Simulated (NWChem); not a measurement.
Basis-set convergence for H4BFN2

```xyz
8

B      0.0000     0.0000     0.0184
F      0.0000     0.0000     1.3808
N     -1.2587     0.0000    -0.6419
H     -2.1292     0.0000    -0.1149
H     -1.3818     0.0000    -1.6512
N      1.2587     0.0000    -0.6419
H      1.3818     0.0000    -1.6512
H      2.1292     0.0000    -0.1149
```
Charge 0, spin multiplicity 1.

The numbers come from NWChem runs, not from measurements. The geometry was optimised at PBE/def2-SVP, a minimum by its harmonic frequencies. It is one conformer; others weren't searched.

Quantity: LUMO energy at the level PBE0.

The Pople sets run with spherical d functions. The structure started from a generated list of species.

Problem. In def2-TZVPD the value is -0.09 eV. Among STO-3G, 6-31G*, pcseg-1, def2-SVP, cc-pVDZ, 6-31+G*, aug-cc-pVDZ, aug-pcseg-1, pcseg-2, which is the smallest basis within 0.1 eV of it?

Solution. 6-31+G*, with 80 functions against 187. def2-TZVPD isn't the basis-set limit itself, and a small set can land close by cancellation.

| basis | functions | LUMO energy (eV) |
|---|---|---|
| STO-3G | 24 | 6.81 |
| 6-31G* | 64 | 2.47 |
| pcseg-1 | 76 | 1.27 |
| def2-SVP | 76 | 1.67 |
| cc-pVDZ | 76 | 1.75 |
| 6-31+G* | 80 | -0.07 |
| aug-cc-pVDZ | 128 | -0.30 |
| aug-pcseg-1 | 128 | -0.34 |
| pcseg-2 | 176 | 0.38 |
| def2-TZVPD | 187 | -0.09 |
